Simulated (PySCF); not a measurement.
H3Zr, SMILES [ZrH3+] (connectivity only; charge and spin as stated), charge +1, multiplicity 1. Atoms are numbered in the order given.

```xyz
4

Zr     0.0000     0.0000     0.0000
H      1.7897     0.0000     0.0000
H     -0.8949     1.5499     0.0000
H     -0.8949    -1.5499     0.0000
```
Charge +1, spin multiplicity 1.

The structure is a stationary point at PBE0-D3(BJ)/def2-TZVPD. The geometry has at least one imaginary mode, so it is a saddle point at that level. The multiplicity is an assumed one; other spin states were not compared. The def2 effective core potentials stand for the cores of Zr; spin–orbit coupling is left out.

Level of theory: PySCF with CAM-B3LYP/def2-TZVPD.

Mulliken values depend strongly on the basis, most of all with diffuse functions as here. ESP charges are fitted to the potential on shells at 1.4 to 2.0 van der Waals radii. Atomic charges (e):

| atom | Mulliken | ESP fit |
|---|---|---|
| Zr1 | 1.16 | 1.89 |
| H2 | -0.05 | -0.29 |
| H3 | -0.05 | -0.30 |
| H4 | -0.05 | -0.30 |
